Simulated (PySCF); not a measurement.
CH₄ClFOSi, SMILES OC[Si@@H](F)Cl.

The structure is a stationary point at PBE-D3(BJ)/def2-SVP. The structure was generated by enumeration; whether it is a known compound was not checked. Other conformers were not sampled.

The numbers are results of PBE/def2-TZVP run with PySCF, not measurements.

Isolated molecule, no solvent.

Task: Estimate the frontier levels, gap, dipole moment and polarisability. (The exact figures need the calculation; the answer reports its results.)

Result: 
```json
{
  "highest_occupied_level": "-6.47 eV",
  "lowest_empty_level": "-1.06 eV",
  "orbital_gap": "5.41 eV",
  "dipole_moment": "2.14 D",
  "quadrupole, principal values (traceless, Buckingham form, about the centre of nuclear charge)": "-9.37, 1.60, 7.78 D·Å",
  "mean_static_polarisability": "54.4 bohr³ (8.06 Å³)",
  "polarisability_principal_values": "49.0, 51.7, 62.3 bohr³"
}
```
